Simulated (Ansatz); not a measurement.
```yaml
crystal:
  periodic: [false, false, false]
  atoms:
    - {symbol: Zr, position_ang: [1.956457, 0.182825, 0.746934]}
    - {symbol: Zr, position_ang: [-0.378878, -1.620115, -0.262929]}
    - {symbol: Zr, position_ang: [-0.630826, 1.516273, -0.373494]}
    - {symbol: O, position_ang: [1.778023, -1.387046, -0.273812]}
    - {symbol: O, position_ang: [-1.705576, 2.818866, 0.190833]}
    - {symbol: O, position_ang: [-1.373071, -0.153226, -1.212326]}
    - {symbol: O, position_ang: [1.535291, 1.629617, -0.379103]}
    - {symbol: O, position_ang: [0.054236, 0.044571, 1.160801]}
    - {symbol: O, position_ang: [-1.235657, -3.031745, 0.403086]}
basis:
  gaussian: {orbitals: def2-SVP}
total_charge: -1
magnetization: {spin_polarized: true, initial_magnetization: 1}
hamiltonian: {xc: {name: PBEsol}, pseudopotentials: {relativity: none}}
scf: {lower_state_search: off}
output: {forces: true}
```

```sh
$ ansatz run in.yaml --threads 4 --pin off --events-out ev --progress --plain --max-ram 6963MiB
```

Output, abridged:

```
Functional definition: PBEsol
1692 factors; their error is unknown
mean field evaluation 1: about -16046.3441 eV, gradient 8.3e1 eV
mean field evaluation 2: about -15478.8818 eV, gradient 3.2e2 eV
mean field evaluation 4: about -16040.7536 eV, gradient 8.1e1 eV
mean field evaluation 8: about -16072.7882 eV, gradient 2.8e0 eV
mean field evaluation 16: about -16072.7884 eV, gradient 2.4e-2 eV
mean field -16072.78837628 eV, -590.6640783010 hartree, gradient 9.7e-6 eV, S^2 0.751270; 0 other end points of the search recorded, 0 dependent functions left out
reference -16072.78843176 eV, -590.6640803400 hartree; 43, 42 occupied and 134, 135 virtual orbitals, 1692 factors
Total energy: -16072.78843176 eV, -590.6640803400 hartree
Atom 0 at     1.956457     0.182825     0.746934 Å, force     0.874494     0.089647     0.510883 eV/Å
Atom 1 at    -0.378878    -1.620115    -0.262929 Å, force     1.241101     1.211229     0.464845 eV/Å
Atom 2 at    -0.630826     1.516273    -0.373494 Å, force     1.415355    -0.967845     0.539529 eV/Å
Atom 3 at     1.778023    -1.387046    -0.273812 Å, force    -0.770969    -1.022794    -0.473020 eV/Å
Atom 4 at    -1.705576     2.818866     0.190833 Å, force    -0.325098     0.365201     0.024224 eV/Å
Atom 5 at    -1.373071    -0.153226    -1.212326 Å, force    -0.073214    -0.009298    -0.162929 eV/Å
Atom 6 at     1.535291     1.629617    -0.379103 Å, force    -0.919255     0.852031    -0.541422 eV/Å
Atom 7 at     0.054236     0.044571     1.160801 Å, force    -1.179256    -0.108637    -0.411673 eV/Å
Atom 8 at    -1.235657    -3.031745     0.403086 Å, force    -0.263157    -0.409534     0.049562 eV/Å
Dipole moment:     0.276666    -0.010988    -0.888385 e Å
Checks for a lower state left out: stability, starts, cluster_reference, orbital_swaps, neighbouring_geometries, increment
```

It took 5.5 s on 4 threads of Arm Neoverse V1 on a shared host.

In the def2 sets Zr takes a core potential; there is no spin–orbit coupling. The highest occupied level of an anion often lies above zero with these methods, and sets without diffuse functions describe the outer electron poorly.

The dipole of an ion depends on the origin.
